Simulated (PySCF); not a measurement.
An unknown shows these calculated signals:

1H NMR (300 MHz, computed): δ 7.29 (m, 1H), 6.76 (m, 1H), 6.20 (m, 1H), 5.78 (m, 2H), 4.72 (m, 2H).

13C{1H} NMR (computed): δ 157.3 (C), 156.2 (CH), 143.5 (CH), 133.1 (CH), 88.6 (CH2).

PySCF calculation with geometry from GFN2-xTB and shieldings: GIAO PBE0/pcSseg-1; gas phase, rapidly exchanging positions averaged, a single conformation, non-relativistic Hamiltonian.

Referencing at the same level of theory: 1H, 13C against TMS.

Q: Which of these does the molecule contain: an S-methyl group, a ketone, a non-aromatic C=C double bond, a Si–H bond, a (CH3)2CH unit?

A: 
- An S-methyl group: no.
- A ketone: no.
- A non-aromatic C=C double bond: yes.
- A Si–H bond: yes (δH 4.72 (m)).
- A (CH3)2CH unit: no.

The data belong to `InChI=1S/C5H7FSi/c6-4-5-2-1-3-7-5/h1-3H,4,7H2`; they needn't prove each group on their own.

Carbon signals by region: 4 in the sp2 and nitrile region (100–160 ppm), 1 at 50–100 ppm.

Splittings by 19F in the carbon and heteronuclear signals aren't shown, as no couplings were computed. Shifts are as computed. Against solution values, carbons near 30 ppm lie about +3 ppm off and those near 130 ppm about +5 ppm. Of 1211 compounds with measured shifts, 218 miss one by over three times the rms of a fit or turn the order of signals round; such compounds aren't used in these exercises. Multiplicities follow the n + 1 count of equivalent neighbours, as no J values were calculated; m marks all less simple cases, F and P coupling included.
